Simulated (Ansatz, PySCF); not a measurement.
Gas-phase reaction in SMILES: C[Si](C)(C)Cl [chloro(trimethyl)silane] → [CH3] (CH3) + C[Si](C)Cl (the C-Si bond at the site shown breaks; other sites are not compared here)
Geometries: B3LYP-D3(BJ)/def2-TZVP minima from Ansatz (a first-principles code). Frequencies are from Ansatz or PySCF.

Wanted: bond dissociation energy (0 K, with B3LYP-D3(BJ) harmonic zero-point energies), in kJ/mol. Cores are frozen in the correlated levels unless marked. UHF or UKS for open shells. No spin-orbit coupling. No relativistic terms. CBS(X,Y): correlation extrapolated as X^-3; Hartree-Fock from the larger set. [CCSD(T)-MP2]/basis is that difference in the basis named.

| level | program | bond dissociation energy (kJ/mol) |
|---|---|---|
| BLYP/def2-TZVPD | Ansatz | 336.7 |
| revPBE-D4/def2-TZVPD | Ansatz + dftd4 | 356.5 |
| B3LYP-D4/def2-TZVPD | Ansatz + dftd4 | 363.1 |
| CAM-B3LYP/def2-TZVPD | Ansatz | (withheld) |
| LC-wPBE-D4/def2-TZVPD | Ansatz + dftd4 | (withheld) |
| B2GP-PLYP-D3(BJ)/def2-TZVPD | Ansatz + dftd3 | (withheld) |
| RI-MP2/CBS(cc-pV(T+d)Z,cc-pV(Q+d)Z)+[CCSD(T)-MP2]/cc-pV(T+d)Z | Ansatz | 387.9 |

Q: Complete the blanks.

A: 
- CAM-B3LYP/def2-TZVPD, bond dissociation energy (kJ/mol): 363.8
- LC-wPBE-D4/def2-TZVPD, bond dissociation energy (kJ/mol): 376.5
- B2GP-PLYP-D3(BJ)/def2-TZVPD, bond dissociation energy (kJ/mol): 375.8
